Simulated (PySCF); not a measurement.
Successive ionisation energies of one element at GHF (screened spin-orbit), starting from the ion with 39 electrons. Calculated with PySCF 2.14, two-component X2C-1e (Gaussian nucleus, no Breit or QED terms), each ion in its own even-tempered basis; GMP2 freezes the deep shells of the larger ions and drops the highest virtual spinors; eV.

588.94, 626.85, 662.58, 800.65, 837.16, 877.79, 916.04, 981.68, 1024.3, 1117.1, 1160.1, 2020.3

Task: Which element is it?

Result: Praseodymium (Pr, Z = 59); the list starts at Pr(20+). The hydrogenic estimate 13.606 eV × (q + 1)²/n² with q = 20 and n = 4 gives 375.01 eV for the first entry, a lower bound because the other electrons screen the nucleus only in part.
